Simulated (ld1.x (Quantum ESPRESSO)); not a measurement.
Transferability test, RRKJ potential for chromium (Cr)

ld1.x (Quantum ESPRESSO) 7.5 input, shortened:

```
&input
   title='Cr', zed=24., rel=1, dft='PZ', iswitch=3,
   config='[Ar] 3d6 4s0 4p0'
 /
 &inputp
   pseudotype=2, tm=.false., rho0=0.01, lloc=1,
   nlcc=.true.
 /
3
3S  1  0   2.00   0.00  1.45  1.45  0.0
3D  3  2   6.00   0.00  1.95  1.95  0.0
3P  2  1   6.00   0.00  1.55  1.55  0.0
 &test
   configts(1)='3s2 3p6 3d6 4s0 4p0'
 /
```

Energies are relative to the spin-unpolarised reference configuration 3s2 3p6 3d6 4s0 4p0; without spin polarisation the order of configurations can differ from experiment. Spin-polarised rows fill each open shell by Hund’s rule, majority spin first. Not all tests gave a result: 1 of 9 tests not solved or not reliable. Left out of the table: 3s2 3p6 3d6 4s0 4p0 (spin-polarised) (all-electron atom not converged, printed error -1510 eV).

```tsv
valence configuration	charge	ΔE all-electron (eV)	error AE − PS (meV)
3s2 3p6 3d5 4s1 4p0	0	-1.725	-28
3s2 3p6 3d5 4s0 4p0	+1	5.416	-1.1
3s2 3p6 3d4 4s0 4p0	+2	21.759	+18
3s2 3p6 3d4 4s1 4p0	+1	6.527	-4.2
3s2 3p6 3d5 4s0 4p1	0	1.479	+6.3
3s2 3p6 3d5 4s1 4p0 (spin-polarised)	0	-6.641	+305
```

Task: What are ΔE and the potential's error for 3s2 3p5 3d5 4s1 4p0?

Result: ΔE = 49.744 eV all-electron; the error (AE − PS) is -422 meV.

Task: What are ΔE and the potential's error for 3s2 3p6 3d3 4s0 4p0?

Result: ΔE = 52.785 eV all-electron; the error (AE − PS) is +338 meV.
